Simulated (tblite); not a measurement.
Species: C₅H₆ClF₂O (doublet state).
Z-matrix (Å and degrees, GFN2-xTB geometry), rows numbered from 1:
```
F 
C   1  1.3834
O   2  1.3577  1  110.59
C   3  1.4516  2  114.57  1   -65.81
C   4  1.4750  3  111.71  2   -51.86
C   5  1.4806  4  116.30  3    50.67
C   6  1.5369  5  107.90  4   -50.39
F   7  1.3651  2  107.52  1  -171.92
Cl  7  1.7827  2  109.87  1   -55.73
H   2  1.0984  1  107.04  3   117.05
H   4  1.1023  3  107.05  2    69.94
H   4  1.0887  3  104.44  2  -174.12
H   5  1.0731  4  121.09  3  -114.04
H   6  1.0971  5  111.25  4    65.94
H   6  1.0895  5  112.41  4  -171.16
```

Calculated harmonic vibrations of the isolated species, GFN2-xTB (tblite), most abundant isotopes, no scaling. This tight-binding method is rough: wavenumbers can miss measured ones by several per cent, in bad cases by 10 to 20. One conformer, not necessarily the lowest. Open shells enter through the occupations alone, without spin polarisation, and single modes of such species can be off by tens of per cent.

Harmonic wavenumbers (cm⁻¹): 84.0, 123.6, 158.9, 181.4, 252.1, 281.8, 342.6, 378.3, 423.4, 458.5, 472.6, 570.1, 613.1, 816.1, 851.6, 877.3, 882.2, 950.2, 975.2, 991.9, 1083.2, 1094.0, 1116.3, 1140.1, 1177.8, 1212.7, 1244.3, 1262.3, 1279.3, 1290.5, 1302.6, 1427.2, 1435.2, 2830.6, 2906.6, 2929.6, 3013.9, 3015.1, 3145.2.

A = 2204, B = 1223, C = 1038 MHz; mass 155.008 u (most abundant isotopes); point group C1, symmetry number 1; spin multiplicity 2.

**Question.** Zero-point energy?

**Answer.** ½Σν̃ = 22296 cm⁻¹ = 266.72 kJ/mol.

**Question.** Give the ideal-gas entropy at 350 K and 1 bar in the rigid-rotor, harmonic-oscillator model (classical rotation).

**Answer.** Translation 175.09, rotation 123.89, vibration 111.24, spin (R ln 2) 5.76: S = 416.0 J/(mol K).

**Question.** And Cp and H(350 K) − H(0)?

**Answer.** Cp = 162.50 J/(mol K), of which vibrations give 129.24 (their classical limit is 39 R = 324.3); H(350 K) − H(0) = 33.62 kJ/mol without the zero-point energy, 21.98 from vibrations.

**Question.** How do the functions run with temperature in this model?

**Answer.** 
| T (K) | S (J/(mol K)) | Cp (J/(mol K)) | H − H(0) (kJ/mol) | G − H(0) (kJ/mol) | ln q(vib) |
| --- | --- | --- | --- | --- | --- |
| 100 | 283.0 | 67.4 | 4.66 | -23.63 | 0.78 |
| 200 | 342.0 | 106.6 | 13.41 | -55.00 | 2.66 |
| 300 | 392.4 | 144.3 | 25.95 | -91.76 | 4.75 |
| 500 | 482.1 | 208.3 | 61.62 | -179.41 | 9.08 |
| 800 | 593.5 | 263.9 | 133.38 | -341.39 | 15.37 |
| 1000 | 654.9 | 286.0 | 188.51 | -466.38 | 19.24 |

q(vib) and H(0) count from the zero-point level.

**Question.** Which modes carry the vibrational entropy at 350 K?

**Answer.** 84.0 cm⁻¹: 17.20; 123.6 cm⁻¹: 14.03; 158.9 cm⁻¹: 12.00; 181.4 cm⁻¹: 10.94; 252.1 cm⁻¹: 8.38; 281.8 cm⁻¹: 7.54 J/(mol K); the other 33 give 41.15 together.

**Question.** What must be added to the electronic energy to get the Gibbs energy at 350 K and 1 bar?

**Answer.** ZPE + [H(350 K) − H(0)] − T·S = 266.72 + 33.62 − 145.59 = 154.75 kJ/mol.

**Question.** Blend soft modes into free rotors: weight 1/[1 + (100 cm⁻¹/ν̃)⁴] for the oscillator and the rest for a rotor with moment μB/(μ + B), μ = h/(8π²ν), B = 10⁻⁴⁴ kg m². What vibrational entropy results?

**Answer.** 107.79 J/(mol K) in place of 111.24, which changes −T·S at 350 K by +1.21 kJ/mol.

Hindered rotation and anharmonicity are outside this model. Other conformers, if any are populated, would add a mixing term that is left out. The structure is chiral; the term R ln 2 for an equal mix with its mirror image is left out.
